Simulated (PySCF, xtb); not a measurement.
Al(Cl)(NHMe)(OH) (CH5AlClNO), SMILES C[NH][Al]([OH])[Cl].

GFN2-xTB (xtb) at its own geometry gives an orbital gap of 3.27 eV and a dipole moment of 2.27 D.

Geometry optimised at PBE-D3(BJ)/def2-SVP. The structure was generated by enumeration; whether it is a known compound was not checked. Other conformers were not sampled.

What does PBE/def2-TZVP (PySCF) give? (The exact figures need the calculation; the answer reports its results.)

gap 4.29 eV (levels -5.57 and -1.29 eV), dipole 0.83 D.
